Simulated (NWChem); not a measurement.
System: In cation, singlet

The following NWChem deck was run.

```
start job
memory heap 200 mb stack 900 mb global 1100 mb
charge 1
geometry units angstroms noautoz
  In     0.000000     0.000000     0.000000
end
basis spherical
  * library def2-tzvp
end
ecp
  In library def2-ecp
end
dft
  xc becke88 lyp
  iterations 150
  mulliken
end
task dft energy
```

Parts of the log:

```
             Northwest Computational Chemistry Package (NWChem) 7.3.0
             --------------------------------------------------------

                             Geometry "geometry" -> ""
                             -------------------------

 Output coordinates in angstroms (scale by  1.889725989 to convert to a.u.)

  No.       Tag          Charge          X              Y              Z
 ---- ---------------- ---------- -------------- -------------- --------------
    1 In                  49.0000     0.00000000     0.00000000     0.00000000

 Effective nuclear repulsion energy (a.u.)       0.0000000000

                                 NWChem DFT Module
                                 -----------------

 Summary of "ao basis" -> "ao basis" (spherical)
 ------------------------------------------------------------------------------
       Tag                 Description            Shells   Functions and Types
 ---------------- ------------------------------  ------  ---------------------
 In                        def2-tzvp                16       50   6s5p3d2f

            General Information
            -------------------
          SCF calculation type: DFT
          Wavefunction type:  closed shell.
          No. of atoms     :     1
          No. of electrons :    20
           Alpha electrons :    10
            Beta electrons :    10
          Charge           :     1
          Spin multiplicity:     1
          Use of symmetry is: off; symmetry adaption is: off
          Maximum number of iterations: 150
          AO basis - number of functions:    50
                     number of shells:    16
          Convergence on energy requested:  1.00D-06
          Convergence on density requested:  1.00D-05
          Convergence on gradient requested:  5.00D-04

              XC Information
              --------------
                    Becke 1988 Exchange Functional  1.000
              Lee-Yang-Parr Correlation Functional  1.000

             Grid Information
             ----------------
          Grid used for XC integration:  medium
          Radial quadrature: Mura-Knowles
          Angular quadrature: Lebedev.
          Tag              B.-S. Rad. Rad. Pts. Rad. Cut. Ang. Pts.
          ---              ---------- --------- --------- ---------
          In                  1.55      123           9.0       590
          Grid pruning is: on
          Number of quadrature shells:   123
          Spatial weights used:  Erf1

      Superposition of Atomic Density Guess
      -------------------------------------

 Sum of atomic energies:        -218.05941982

 Renormalizing density from      21.00 to     20

      Non-variational initial energy
      ------------------------------

 Total energy =    -186.713855
 1-e energy   =    -318.900478
 2-e energy   =     132.186622
 HOMO         =      -0.794717
 LUMO         =      -0.316890

     ---------------------------------------------
      Total Density - Mulliken Population Analysis
     ---------------------------------------------

    Atom       Charge   Shell Charges
 -----------   ------   -------------------------------------------------------
    1 In  21    20.00   0.43 -0.90  1.70  0.79  1.53  0.45 -0.41  6.44 -0.05  0.02 -0.00  9.38  0.60  0.02  0.00  0.00

   convergence    iter        energy       DeltaE   RMS-Dens  Diis-err
 ---------------- ----- ----------------- --------- --------- ---------
 d= 0,ls=0.0,diis     1   -189.7418174218 -1.90D+02  4.17D-02  1.81D+00
 d= 0,ls=0.0,diis     2   -189.7121780831  2.96D-02  3.21D-02  2.48D+00
 d= 0,ls=0.0,diis     3   -189.8795126870 -1.67D-01  1.26D-03  1.31D-04
 d= 0,ls=0.0,diis     4   -189.8795343635 -2.17D-05  1.83D-04  2.16D-05
 d= 0,ls=0.0,diis     5   -189.8795362924 -1.93D-06  7.79D-07  1.22D-09
 d= 0,ls=0.0,diis     6   -189.8795362925 -6.84D-11  4.65D-08  5.76D-13

         Total DFT energy =     -189.879536292509
      One electron energy =     -329.023067752892
           Coulomb energy =      155.584106942492
    Exchange-Corr. energy =      -16.440575482109
 Nuclear repulsion energy =        0.000000000000

 Numeric. integr. density =       20.000000000001

                       DFT Final Molecular Orbital Analysis
                       ------------------------------------

 Vector    8  Occ=2.000000D+00  E=-9.467418D-01
              MO Center=  2.6D-15, -7.2D-16, -1.6D-16, r^2= 4.7D-01
   Bfn.  Coefficient  Atom+Function         Bfn.  Coefficient  Atom+Function
  ----- ------------  ---------------      ----- ------------  ---------------
    26      0.679852  1 In d  2              24     -0.571914  1 In d  0
    31      0.139485  1 In d  2              29     -0.117339  1 In d  0
    22     -0.074417  1 In d -2              25      0.047574  1 In d  1
    23      0.032025  1 In d -1

 Vector    9  Occ=2.000000D+00  E=-9.467418D-01
              MO Center=  6.4D-16, -2.8D-15,  1.0D-16, r^2= 4.7D-01
   Bfn.  Coefficient  Atom+Function         Bfn.  Coefficient  Atom+Function
  ----- ------------  ---------------      ----- ------------  ---------------
    24      0.682539  1 In d  0              26      0.551455  1 In d  2
    22     -0.140740  1 In d -2              29      0.140036  1 In d  0
    31      0.113142  1 In d  2              25      0.087950  1 In d  1
    27     -0.028876  1 In d -2

 Vector   10  Occ=2.000000D+00  E=-5.512209D-01
              MO Center= -9.1D-16, -4.1D-16, -4.7D-16, r^2= 2.0D+00
   Bfn.  Coefficient  Atom+Function         Bfn.  Coefficient  Atom+Function
  ----- ------------  ---------------      ----- ------------  ---------------
     5      0.929707  1 In s                  2      0.820513  1 In s
     1     -0.604916  1 In s                  3     -0.509685  1 In s
     4     -0.299774  1 In s                  6      0.290853  1 In s

 Vector   11  Occ=0.000000D+00  E=-3.114234D-01
              MO Center= -1.5D-15, -2.3D-15,  9.5D-16, r^2= 3.3D+00
   Bfn.  Coefficient  Atom+Function         Bfn.  Coefficient  Atom+Function
  ----- ------------  ---------------      ----- ------------  ---------------
    16      0.555811  1 In px                13      0.412460  1 In px
    10     -0.337553  1 In px                18     -0.159809  1 In pz
    17      0.158101  1 In py                15     -0.118592  1 In pz
    14      0.117325  1 In py                19      0.103881  1 In px
    12      0.097054  1 In pz                11     -0.096017  1 In py

 Vector   12  Occ=0.000000D+00  E=-3.114234D-01
              MO Center=  5.2D-16,  8.3D-16,  3.7D-15, r^2= 3.3D+00
   Bfn.  Coefficient  Atom+Function         Bfn.  Coefficient  Atom+Function
  ----- ------------  ---------------      ----- ------------  ---------------
    17      0.577484  1 In py                14      0.428543  1 In py
    11     -0.350715  1 In py                16     -0.142769  1 In px
    20      0.107932  1 In py                13     -0.105947  1 In px
    10      0.086706  1 In px                18      0.074767  1 In pz
    15      0.055484  1 In pz                 8     -0.054562  1 In py

 Vector   13  Occ=0.000000D+00  E=-3.114234D-01
              MO Center= -2.0D-16, -6.4D-14, -8.4D-14, r^2= 3.3D+00
   Bfn.  Coefficient  Atom+Function         Bfn.  Coefficient  Atom+Function
  ----- ------------  ---------------      ----- ------------  ---------------
    18      0.573003  1 In pz                15      0.425218  1 In pz
    12     -0.347993  1 In pz                16      0.173643  1 In px
    13      0.128858  1 In px                21      0.107094  1 In pz
    10     -0.105456  1 In px                 9     -0.054138  1 In pz
    19      0.032454  1 In px                17     -0.031258  1 In py

     ---------------------------------------------
      Total Density - Mulliken Population Analysis
     ---------------------------------------------

    Atom       Charge   Shell Charges
 -----------   ------   -------------------------------------------------------
    1 In  21    20.00   0.42 -0.89  1.69  0.78  1.50  0.50 -0.41  6.39  0.01  0.00 -0.00  8.80  1.16  0.04  0.00  0.00

     -------------------------------------------
      Total Density - Lowdin Population Analysis
     -------------------------------------------

    Atom       Charge   Shell Charges
 -----------   ------   -------------------------------------------------------
    1 In  21    20.00   0.00  0.03  0.94  1.05  1.16  0.82  0.05  5.52  0.41  0.02  0.00  8.29  1.62  0.09  0.00  0.00
```

Level: BLYP/def2-TZVP with def2 effective core potentials on In. Low-valent species are run as closed-shell singlets; no triplet was tried in these runs. def2 effective core potentials on In; no spin-orbit coupling.
